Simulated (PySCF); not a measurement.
# Ionising SeI

PBE0; PySCF, scalar-relativistic core potentials, basis sets Se cc-pVDZ-PP with ECP10, I cc-pVDZ-PP with ECP28. Neutral (UKS): doublet (π ↑), Re = 2.468 Å, ωe = 273 cm⁻¹, De = 2.18 eV, HOMO -6.44 eV, LUMO -4.40 eV.

SeI⁺ (UKS): triplet (π ↑↑), Re = 2.373 Å, ωe = 319 cm⁻¹, De = 3.08 eV to Se⁺ + I. The energies at the minima are -668.84533 hartree for SeI and -668.52714 for SeI⁺.

Question: Work out the adiabatic ionisation energy, without and with harmonic zero-point energies (1 hartree = 27.2114 eV, 1 eV = 8065.5 cm⁻¹), and the change of the bond length.

Answer: At PBE0: 0.31819 hartree = 8.658 eV between the minima; the zero-point term (319.0 − 273.0)/2 cm⁻¹ = +0.003 eV makes it 8.661 eV. Re changes by -9.5 pm against the neutral. The electron leaves a π orbital, and the shorter bond of the ion fits an antibonding orbital, or a change in how ionic the bond is.

Spin–orbit coupling is left out, which matters for elements this heavy, above all for dissociation energies. For an ion De counts to the pair picked by the measured ionisation energies or electron affinities, which need not be the lowest pair at this level. States were picked by a PBE0 search and need not be the measured ground states.
